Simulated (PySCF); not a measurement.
hydrogen peroxide (H₂O₂), singlet, geometry from GFN2-xTB; DF-M062X/6-311++G** in PySCF.

Input for PySCF:
```python
from pyscf import gto, scf, dft
import numpy

mol = gto.M(
    atom='''
O    -0.023120    0.709965   -0.012564
O     0.023120   -0.709965    0.012564
H     0.913898    0.942485   -0.032627
H    -0.913898   -0.942485    0.032627
''',
    basis='6-311++g**',
    charge=0,
    spin=0,
    verbose=4,
)
print('smallest overlap eigenvalue', numpy.linalg.eigvalsh(mol.intor('int1e_ovlp'))[0])

mf = dft.RKS(mol)
mf.xc = 'm062x'
mf = mf.density_fit(auxbasis='def2-universal-jkfit')
mf = scf.addons.remove_linear_dep_(mf, threshold=1e-8, lindep=1e-8)
mf.kernel()
mf.analyze()
```

**Question.** What does PySCF print? Leave out banner, timings and long lists.

**Answer.** 
```
PySCF version 2.14.0

[INPUT] verbose = 4
[INPUT] num. atoms = 4
[INPUT] num. electrons = 18
[INPUT] charge = 0
[INPUT] spin (= nelec alpha-beta = 2S) = 0
[INPUT] symmetry False subgroup None
[INPUT] Mole.unit = angstrom
[INPUT] Symbol           X                Y                Z      unit          X                Y                Z       unit  Magmom
[INPUT]  1 O     -0.023120000000   0.709965000000  -0.012564000000 AA   -0.043690468000   1.341639408027  -0.023742519029 Bohr   0.0
[INPUT]  2 O      0.023120000000  -0.709965000000   0.012564000000 AA    0.043690468000  -1.341639408027   0.023742519029 Bohr   0.0
[INPUT]  3 H      0.913898000000   0.942485000000  -0.032627000000 AA    1.727016925788   1.781038526511  -0.061656094266 Bohr   0.0
[INPUT]  4 H     -0.913898000000  -0.942485000000   0.032627000000 AA   -1.727016925788  -1.781038526511   0.061656094266 Bohr   0.0

nuclear repulsion = 37.3135127521885
number of shells = 30
number of NR pGTOs = 88
number of NR cGTOs = 58
basis = 6-311++g**
ecp = {}
input.py:21: DeprecationWarning: remove_linear_dep_ is deprecated and will be removed in a future release. Linear dependency handling is now built into the SCF procedure by default. Linear dependency removal can be controlled using the following settings:
  pyscf.scf.hf.remove_overlap_zero_eigenvalue = True
  pyscf.scf.hf.overlap_zero_eigenvalue_threshold = 1e-6

  mf = scf.addons.remove_linear_dep_(mf, threshold=1e-8, lindep=1e-8)
smallest overlap eigenvalue 0.0009372607828377986

******** <class 'pyscf.df.df_jk.DFRKS'> ********
method = DFRKS
initial guess = minao
damping factor = 0
level_shift factor = 0
DIIS = <class 'pyscf.scf.diis.CDIIS'>
diis_start_cycle = 1
diis_space = 8
diis_damp = 0
SCF conv_tol = 1e-09
SCF conv_tol_grad = None
SCF max_cycles = 50
direct_scf = False
XC library pyscf.dft.libxc version 7.1.2
    S. Lehtola, C. Steigemann, M. J. T. Oliveira, and M. A. L. Marques,  SoftwareX 7, 1–5 (2018)
XC functionals = m062x
    Y. Zhao and D. G. Truhlar,  Theor. Chem. Acc. 120, 215 (2008)
    Y. Zhao and D. G. Truhlar,  Theor. Chem. Acc. 120, 215 (2008)
radial grids:
    Treutler-Ahlrichs [JCP 102, 346 (1995); DOI:10.1063/1.469408] (M4) radial grids

becke partition: Becke, JCP 88, 2547 (1988); DOI:10.1063/1.454033
pruning grids: <function nwchem_prune>
grids dens level: 3
symmetrized grids: False
atomic radii adjust function: <function treutler_atomic_radii_adjust>
small_rho_cutoff = 0
Set gradient conv threshold to 3.16228e-05
Initial guess from minao.
tot grids = 47784
******** <class 'pyscf.df.df.DF'> ********
auxbasis = def2-universal-jkfit
init E= -151.573731193027
  HOMO = -0.330389374675264  LUMO = -0.067653178571625  gap/eV = 7.14942
cycle= 1 E= -151.5040388412  delta_E= 0.0697  |g|= 0.403  |ddm|= 1.34
  HOMO = -0.290888190564679  LUMO = 0.000985829542388762  gap/eV = 7.94230
cycle= 2 E= -151.521072531671  delta_E= -0.017  |g|= 0.279  |ddm|= 0.421
  HOMO = -0.354608437589619  LUMO = -0.0023383486940112  gap/eV = 9.58576
cycle= 3 E= -151.533125669243  delta_E= -0.0121  |g|= 0.0567  |ddm|= 0.167
  HOMO = -0.343892345914583  LUMO = -0.000954443080719007  gap/eV = 9.33182
cycle= 4 E= -151.533628006415  delta_E= -0.000502  |g|= 0.00484  |ddm|= 0.0304
  HOMO = -0.34488293550524  LUMO = -0.000926781033215464  gap/eV = 9.35952
cycle= 5 E= -151.533633681175  delta_E= -5.67e-06  |g|= 0.00084  |ddm|= 0.00528
  HOMO = -0.344911774252559  LUMO = -0.000922123123677276  gap/eV = 9.36044
cycle= 6 E= -151.533633862065  delta_E= -1.81e-07  |g|= 0.000122  |ddm|= 0.0011
  HOMO = -0.344915581637224  LUMO = -0.000918912300261201  gap/eV = 9.36063
cycle= 7 E= -151.533633868241  delta_E= -6.18e-09  |g|= 1.63e-05  |ddm|= 0.000232
  HOMO = -0.344919422734257  LUMO = -0.000918738585935978  gap/eV = 9.36074
cycle= 8 E= -151.533633868396  delta_E= -1.55e-10  |g|= 2.15e-06  |ddm|= 3.4e-05
  HOMO = -0.344919047287711  LUMO = -0.000918702411489497  gap/eV = 9.36073
Extra cycle  E= -151.533633868396  delta_E= -4.55e-13  |g|= 9.37e-07  |ddm|= 3.97e-06
converged SCF energy = -151.533633868396
**** SCF Summaries ****
Total Energy =                        -151.533633868396350
Nuclear Repulsion Energy =              37.313512752188515
One-electron Energy =                 -282.249850537956377
Two-electron Energy =                   93.402703917371497
Two-electron Coulomb Energy =          111.206412752921509
DFT Exchange-Correlation Energy =      -17.803708835550012
HOMO-LUMO gap [eV] =                     9.360726175439982
**** MO energy ****
MO #1   energy= -19.686389965234   occ= 2
MO #2   energy= -19.6862114566641  occ= 2
MO #3   energy= -1.26900285048404  occ= 2
MO #4   energy= -1.02036345290326  occ= 2
MO #5   energy= -0.60799675950116  occ= 2
MO #6   energy= -0.607255163422708 occ= 2
MO #7   energy= -0.510019873401426 occ= 2
MO #8   energy= -0.444939608142285 occ= 2
MO #9   energy= -0.344919047287711 occ= 2
MO #10  energy= -0.000918702411489497 occ= 0
MO #11  energy= 0.0106518066212234 occ= 0
MO #12  energy= 0.0852169756728003 occ= 0
MO #13  energy= 0.145239395665915  occ= 0
MO #14  energy= 0.164367709041212  occ= 0
MO #15  energy= 0.16995480891696   occ= 0
MO #16  energy= 0.197038828792229  occ= 0
MO #17  energy= 0.205541537318012  occ= 0
 ** Mulliken pop on meta-lowdin orthogonal AOs  **
 ** Mulliken pop  **
 ** Mulliken atomic charges  **
charge of    0O =     -0.36271
charge of    1O =     -0.36271
charge of    2H =      0.36271
charge of    3H =      0.36271
Dipole moment(X, Y, Z, Debye):  0.00000, -0.00000,  0.00000
```
